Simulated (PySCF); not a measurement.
F₂Sr, charge -1, doublet, geometry from GFN2-xTB (such geometries of metal compounds can be far from the true shape) (a state made from the parent by changing its charge; the spin is typed, not shown lowest) (core potentials on Sr) (in this run its highest filled SCF level lies above zero, so its values depend strongly on the basis, on diffuse functions most of all). Base run: PBE0/def2-SV(P) (PySCF).

PySCF was given this input:
```python
from pyscf import gto, scf, dft

mol = gto.M(
    atom='''
Sr   -0.074581   -0.017173   -0.006681
F    -0.068327    1.510304   -1.254456
F     0.383223   -1.437796    1.282664
''',
    basis='def2-sv(p)',
    ecp={'Sr': 'def2-sv(p)'},
    charge=-1,
    spin=1,
    verbose=4,
)

mf = dft.UKS(mol)
mf.xc = 'pbe0'
mf.kernel()
mf.analyze()
```

Each row names what was changed in the base input (with any setting that the change needs).

| change | ΔE vs base (mEh) | fitting functions | outcome |
|---|---|---|---|
| base | 0.000 | - | converged |
| auxbasis = def2-tzvp-ri | - | - | input refused |
| auxbasis = even-tempered beta=2.0 | -0.336 | 426 | converged |
| only_dfj = on; auxbasis = def2-universal-jfit | -0.138 | 154 | converged |
| auxbasis = def2-universal-jkfit | 0.001 | 265 | converged |
| auxbasis = default (with mf = mf.density_fit()) | 0.001 | 265 | converged |
| exchange = seminumerical (SGX) (with mf = sgx.sgx_fit(mf, auxbasis='def2-universal-jfit'); with mf.with_df.dfj = True) | -0.187 | 154 | converged |
| auxbasis = autoaux | 0.002 | 419 | converged |
| auxbasis = cc-pvqz-jkfit | - | - | input refused |
| auxbasis = cc-pvtz-jkfit | - | - | input refused |

A fitting set is made for a task (jfit for Coulomb, jkfit for Coulomb and exchange, ri for correlation) and for a family of orbital bases.

Open shells are given as the SCF converged; they aren't shown to be the lowest states, and a large step between rows can be another state.

- auxbasis = def2-tzvp-ri: ended with `pyscf.lib.exceptions.BasisNotFoundError: Basis set not found for Sr in def2-tzvp-ri`
- auxbasis = cc-pvqz-jkfit: ended with `pyscf.lib.exceptions.BasisNotFoundError: Basis set not found for Sr in cc-pvqz-jkfit`
- auxbasis = cc-pvtz-jkfit: ended with `pyscf.lib.exceptions.BasisNotFoundError: Basis set not found for Sr in cc-pvtz-jkfit`
